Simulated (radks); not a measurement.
Question: Species: the gold ion Au49+. Configuration: [Ar] 3d10 4s2. All-electron calculation, Dirac Kohn-Sham, LB94 model potential, spin-unpolarised, spherical densities, finite nucleus; Fermi nuclear charge, rms radius 5.4371 fm. Program: a radial shooting solver on a logarithmic mesh with Libxc functionals. Some entries of the table are withheld. Estimate them.

orbital,occ.,eigenvalue (hartree),<r^2> (bohr^2),<r> (bohr)
1s1/2,2,-3070.025,0.0003923,0.01685
2s1/2,2,(1),0.005894,0.07021
2p1/2,2,-600.2859,0.004161,(2)
2p3/2,4,-531.9968,0.005337,(3)
3s1/2,2,-215.5491,0.03715,0.1801
3p1/2,2,-206.3955,(4),0.1700
3p3/2,4,-190.7560,(5),0.1846
3d3/2,4,-175.7749,0.02990,0.1601
3d5/2,6,-172.3460,0.03145,0.1645
4s1/2,2,-106.4290,0.1424,0.3555
4p1/2,0,-102.5234,0.1393,0.3502
4p3/2,0,-97.09561,0.1558,0.3708
5s1/2,0,-63.68674,(6),(7)

Answer: 
(1) 2s1/2 eigenvalue (hartree): -620.7918
(2) 2p1/2 <r> (bohr): 0.05771
(3) 2p3/2 <r> (bohr): 0.06623
(4) 3p1/2 <r^2> (bohr^2): 0.03368
(5) 3p3/2 <r^2> (bohr^2): 0.03946
(6) 5s1/2 <r^2> (bohr^2): 0.3921
(7) 5s1/2 <r> (bohr): 0.5916
